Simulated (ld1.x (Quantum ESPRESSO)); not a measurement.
# What one change does to a pseudopotential (S, ultrasoft)

- Element: S
- Generator: ld1.x (Quantum ESPRESSO) 7.5
- Type: ultrasoft
- Functional: PBEsol
- Relativity: scalar-relativistic
- Frozen core: [Ne]
- Valence charge: 6
- Reference configuration: 3s1 3p5
- Partial waves: 3s (bound): rcut 1.45, rcutus 1.55 bohr; 3s channel at 0.65 Ry: rcut 1.45, rcutus 1.55 bohr; 3p (bound): rcut 1.30, rcutus 1.40 bohr; 3p channel at -0.15 Ry: rcut 1.30, rcutus 1.40 bohr
- Local potential: all-electron potential smoothed inside 1.40 bohr (lloc = -1)
- Core correction: a·sin(br)/r model core inside 1.25 bohr
- Augmentation charge: PSQ, radius 0.95 bohr

All-electron outer shells of the reference configuration (PBEsol, scalar-relativistic, ld1.x):

| shell | level (eV) | outermost node (bohr) | outermost maximum (bohr) |
| --- | --- | --- | --- |
| 2s | -212.68 | 0.13 | 0.39 |
| 2p | -157.74 | – | 0.33 |
| 3s | -17.87 | 0.60 | 1.40 |
| 3p | -7.53 | 0.58 | 1.59 |

Change: waves 3s (bound): rcut 1.45, rcutus 1.86 bohr; 3s channel at 0.65 Ry: rcut 1.45, rcutus 1.86 bohr.

Cutoffs: the cutoffs (Ry, on a coarse ladder) from which the occupation-weighted sum of valence levels, in a spherical-Bessel basis at the reference potential, stays within 10 and 1 mRy of its value at 400 Ry; they do not see the model core or the augmentation charge, which bear on the density cutoff. Errors are all-electron minus pseudo energies relative to the spin-unpolarised reference configuration.

**Question.** How do hardness, ghosts and transferability respond?

**Answer.** The potential gets softer (15 Ry and 35 Ry → 15 Ry and 25 Ry); of the 7 tests that both files solve, the error grows in 0 and shrinks in 1 by more than 15 % and 0.3 meV (median size 1.9 → 1.6 meV); neither file shows a bound ghost. A larger radius leaves more room for a smooth pseudo-wave, so fewer plane waves are needed.

```csv
quantity,base,changed
"cutoff, loose",15 Ry,15 Ry
"cutoff, tight",35 Ry,25 Ry
loose cutoff by channel (10 mRy a level),"s 6 Ry, p 10 Ry","s 8 Ry, p 10 Ry"
bound ghosts,none,none
"error for 3s2 3p4, meV [ΔE -10.28 eV]",+1.5,+1.3
"error for 3s2 3p3, meV [ΔE 1.45 eV]",+2.7,+2.3
"error for 3s2 3p2, meV [ΔE 23.69 eV]",+6.1,+5.3
"error for 3s2 3p3.5, meV [ΔE -5.64 eV]",+1.9,+1.6
"error for 3s2 3p1, meV [ΔE 57.69 eV]",+13,+12
"error for 3s2 3p4.3, meV [ΔE -11.98 eV]",+1.4,+1.2
"error for 3s0 3p6, meV [ΔE 10.40 eV]",+1.2,+0.8
lowest overlap eigenvalue by channel,"s 0.42, p 0.75","s 0.38, p 0.75"
```
